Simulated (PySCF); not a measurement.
Species: C4H4F2S.
Numbering: `[F:1][CH2:2][S:3][C:4]1=[C:5]([F:6])[CH2:7]1`

Geometry (GFN2-xTB, Å), atoms numbered from 1 in this order:
```xyz
11
C4H4F2S angstrom
F      1.8081   -1.4714   -0.5646
C      1.9557   -0.1859   -0.1507
S      1.0390    0.1292    1.3942
C     -0.5452    0.1550    0.7316
C     -1.8403    0.1478    0.8202
F     -2.9366    0.1558    1.5508
C     -1.3262    0.1943   -0.5792
H      3.0142   -0.0134    0.0558
H      1.5774    0.4669   -0.9411
H     -1.3630   -0.6960   -1.1986
H     -1.3776    1.1203   -1.1445
```

Definitions: NICS(0) = −σiso at the ring centroid; NICS(1) = −σiso and NICS(1)zz = −σzz at ±1 Å along the ring normal z. Level: GIAO PBE0/pcSseg-1 (PySCF, non-relativistic, gas phase) on the GFN2-xTB geometry, one conformer.

Ring bond lengths (Å), with Mayer bond orders in brackets: C4–C5 1.298 (1.72), C5–C7 1.492 (1.01), C7–C4 1.526 (0.80).

Question: What do the NICS probes read (ppm)?

Answer: 
| ring | type | NICS(0) | NICS(1), two faces | NICS(1)zz, two faces | rms pucker (Å) | centre to ring atoms, mean (Å) |
| --- | --- | --- | --- | --- | --- | --- |
| C4–C5–C7 | 3-membered carbocycle; formal bonds 1 double, 2 single | -32.5 | -4.8 / -5.1 | -8.8 / -9.9 | 0.00 | 0.83 |

Question: What can be read from them?

Answer: 
- C4–C5–C7: mean NICS(1)zz -9.4 ppm, shielded. C7 has four or more neighbours; no verdict on aromaticity is drawn. NICS(0) lies 28 ppm below the mean NICS(1).

Question: At the first NICS(1) probe listed for ring C4–C5–C7, 1 Å off the ring, how large is the induced field along the normal in 14.1 T applied along it?

Answer: NICSzz × B0 = -8.8 ppm × 14.1 T = -124 μT, against the applied field.

Question: List the ring angles and the Hirshfeld charges of the ring atoms.

Answer: 
- C4–C5–C7: C4 63.1° (-0.058 e), C5 65.9° (+0.069 e), C7 50.9° (-0.086 e); sum 180.0° against 180° for a flat convex ring.

Question: How shielded are the nuclei of the rings and their hydrogens (means over atoms taken as equivalent)?

Answer: 
```
   atoms                      environment  σ isotropic (ppm)
      C4  fully substituted alkene carbon              106.5
      C5               vinylic C–F carbon               36.5
      C7                   allylic carbon              161.2
H10 (×2)               methylene hydrogen              29.43
```
